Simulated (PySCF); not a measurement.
# Basis and Hamiltonian dependence of the ionisation energy of Xe

Xe [Xe] (1S) → Xe⁺ [Kr] 4d10 5s2 5p5 (2P). Calculated with PySCF 2.14 from differences of total energies of unrestricted determinants, without spin-orbit coupling. Values in eV.

```json
{"basis": "cc-pVDZ-PP with ECP28MDF", "Hamiltonian": "ECP", "functions": "23", "UHF": "11.590", "r2SCAN": "n/a", "PBE0": "n/a", "MP2 (valence)": "12.161", "CCSD(T) (valence)": "12.068", "CCSD(T) (valence and next inner shell)": "n/a"}
{"basis": "aug-cc-pVDZ-PP with ECP28MDF", "Hamiltonian": "ECP", "functions": "32", "UHF": "11.592", "r2SCAN": "12.533", "PBE0": "12.484", "MP2 (valence)": "12.262", "CCSD(T) (valence)": "12.195", "CCSD(T) (valence and next inner shell)": "n/a"}
{"basis": "aug-cc-pwCVDZ-PP with ECP28MDF", "Hamiltonian": "ECP", "functions": "48", "UHF": "11.578", "r2SCAN": "12.530", "PBE0": "12.479", "MP2 (valence)": "12.258", "CCSD(T) (valence)": "12.186", "CCSD(T) (valence and next inner shell)": "12.210"}
{"basis": "def2-TZVP with the def2 core potential (28 electrons)", "Hamiltonian": "ECP", "functions": "50", "UHF": "11.466", "r2SCAN": "12.425", "PBE0": "n/a", "MP2 (valence)": "12.259", "CCSD(T) (valence)": "12.199", "CCSD(T) (valence and next inner shell)": "n/a"}
{"basis": "def2-TZVPPD with the def2 core potential (28 electrons)", "Hamiltonian": "ECP", "functions": "59", "UHF": "11.463", "r2SCAN": "12.421", "PBE0": "12.390", "MP2 (valence)": "12.252", "CCSD(T) (valence)": "12.192", "CCSD(T) (valence and next inner shell)": "12.250"}
{"basis": "x2c-TZVPPall", "Hamiltonian": "spin-free X2C", "functions": "60", "UHF": "11.543", "r2SCAN": "12.506", "PBE0": "12.458", "MP2 (valence)": "12.302", "CCSD(T) (valence)": "12.257", "CCSD(T) (valence and next inner shell)": "12.308"}
{"basis": "x2c-TZVPall", "Hamiltonian": "spin-free X2C", "functions": "60", "UHF": "11.543", "r2SCAN": "12.506", "PBE0": "12.458", "MP2 (valence)": "12.302", "CCSD(T) (valence)": "n/a", "CCSD(T) (valence and next inner shell)": "n/a"}
{"basis": "x2c-TZVPPall with one added diffuse shell each of s, p, d, f type", "Hamiltonian": "spin-free X2C", "functions": "76", "UHF": "11.509", "r2SCAN": "12.470", "PBE0": "12.430", "MP2 (valence)": "12.291", "CCSD(T) (valence)": "12.248", "CCSD(T) (valence and next inner shell)": "12.301"}
{"basis": "aug-cc-pVQZ-PP with ECP28MDF", "Hamiltonian": "ECP", "functions": "92", "UHF": "11.449", "r2SCAN": "12.421", "PBE0": "12.386", "MP2 (valence)": "12.410", "CCSD(T) (valence)": "12.387", "CCSD(T) (valence and next inner shell)": "n/a"}
{"basis": "aug-cc-pwCVTZ-PP with ECP28MDF", "Hamiltonian": "ECP", "functions": "96", "UHF": "11.444", "r2SCAN": "12.415", "PBE0": "12.380", "MP2 (valence)": "12.299", "CCSD(T) (valence)": "12.238", "CCSD(T) (valence and next inner shell)": "n/a"}
{"basis": "aug-cc-pwCVTZ-DK3", "Hamiltonian": "spin-free X2C", "functions": "109", "UHF": "11.449", "r2SCAN": "12.414", "PBE0": "12.390", "MP2 (valence)": "12.299", "CCSD(T) (valence)": "12.241", "CCSD(T) (valence and next inner shell)": "n/a"}
{"basis": "aug-cc-pwCVTZ-DK3 with one added diffuse shell each of s, p, d, f type", "Hamiltonian": "spin-free X2C", "functions": "125", "UHF": "11.448", "r2SCAN": "12.413", "PBE0": "12.389", "MP2 (valence)": "12.299", "CCSD(T) (valence)": "n/a", "CCSD(T) (valence and next inner shell)": "n/a"}
{"basis": "x2c-QZVPPall with one added diffuse shell each of s, p, d, f type", "Hamiltonian": "spin-free X2C", "functions": "128", "UHF": "11.448", "r2SCAN": "12.415", "PBE0": "12.390", "MP2 (valence)": "12.386", "CCSD(T) (valence)": "n/a", "CCSD(T) (valence and next inner shell)": "n/a"}
{"basis": "aug-cc-pV5Z-PP with ECP28MDF", "Hamiltonian": "ECP", "functions": "139", "UHF": "11.445", "r2SCAN": "12.415", "PBE0": "12.382", "MP2 (valence)": "12.458", "CCSD(T) (valence)": "n/a", "CCSD(T) (valence and next inner shell)": "n/a"}
```

Extrapolation of MP2 (valence) from aug-cc-pVQZ-PP with ECP28MDF and aug-cc-pV5Z-PP with ECP28MDF: the correlation parts are 0.962 and 1.012 eV; with the X⁻³ form and unrounded values, (5³ × 1.012 − 4³ × 0.962)/(5³ − 4³) = 1.065 eV, and adding the Hartree-Fock value 11.445 eV of the larger basis gives 12.511 eV.

Frozen in the all-electron rows: valence: [Kr] 4d10; valence and next inner shell: [Ar] 3d10; with a core potential, the same shells as far as they lie outside it.

Reference for a calculation without spin-orbit coupling: 12.565 eV (measured, between term centres; NIST).
